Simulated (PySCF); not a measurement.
Compound: C7H8OS (charge +1 and doublet state).
Geometry (GFN2-xTB, Å), atoms numbered from 1 in this order:
```
atom  x, y, z in Å
C1     2.501   -0.785    0.477
O2     1.581    0.295    0.485
C3     0.320    0.126    0.113
C4    -0.246   -1.079   -0.316
C5    -1.573   -1.137   -0.678
C6    -2.389    0.007   -0.628
C7    -1.863    1.205   -0.212
C8    -0.516    1.295    0.164
S9     0.100    2.822    0.681
H10    2.181   -1.580    1.155
H11    2.624   -1.190   -0.530
H12    3.446   -0.369    0.822
H13    0.361   -1.969   -0.365
H14   -1.993   -2.074   -1.007
H15   -3.425   -0.060   -0.917
H16   -2.473    2.094   -0.169
H17    1.357    2.410    0.915
```

The hyperfine couplings belong to this conformer and change with its torsions.

As a line formula: `COC1=CC=CC=C1[SH+]` [radical] (charge +1).

Computed with PySCF 2.14.0, UKS B3LYP, pcH-1 on C H O S, non-relativistic, mean-field spin-orbit, GIAO. Geometry: GFN2-xTB, one conformer, isolated ion. The geometry wasn't refined by DFT: couplings that depend on bond lengths, twists or pyramidal angles can differ widely from those at the functional's own minimum, by a factor of two or more for some ions and for spin on atoms past the first row. Stability of the SCF solution: not tested.

Largest spin populations (Mulliken): S9 (+0.38), C5 (+0.20), C3 (+0.18) and C8 (+0.17). Four atoms exceed +0.15. The positive populations add up to 1.14 and the negative ones to -0.14, together 2S = 1.

(1) Test a(H) = Q·ρ(C) for the protons on planar carbons with a spin population beyond ±0.08.

(2) Leave H14 and its like out of the fit. How well does the relation then predict its coupling?

## Answers

(1) 
```
  H   C    ρ(C)  a(H) (G)  a/ρ (G)
H13  C4  -0.084     +1.02    -12.2
H14  C5  +0.199     -4.73    -23.7
H15  C6  +0.087     -2.41    -27.7
```

A least-squares line through the origin gives Q = -22.8 G with Mulliken populations. Where ρ is negative the coupling is positive.

(2) The other protons give Q = -20.2 G, so a = -20.2 × 0.199 ≈ -4.03 G, against the computed -4.73 G.

Couplings in gauss use g_iso = 2.0067.
